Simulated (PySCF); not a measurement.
C3H, SMILES [C][C][CH-] (connectivity only; charge and spin as stated), charge -1, multiplicity 1. Geometry: PBE0-D3(BJ)/def2-TZVPD.

Calculation: PBE0-D3(BJ)/def2-TZVPD run with PySCF.

Harmonic wavenumbers (cm⁻¹): 292, 430, 1029, 1155, 1876, 2885. Rotational constants (GHz): 527.4, 11.44, 11.19; symmetry number 1.

Problem. Work out the zero-point energy and the ideal-gas rigid-rotor harmonic-oscillator thermochemistry at 298.15 K and 1 atm.

Solution. ZPE = ½ Σ hcν = ½ × 7668 cm⁻¹ = 10.96 kcal/mol. H − E(el) = 13.81 kcal/mol. Entropy in cal/(mol K): translation 36.76, rotation 19.10, vibration 2.46, total 58.32. G − E(el) = -3.57 kcal/mol. Cp = 11.64 cal/(mol K).
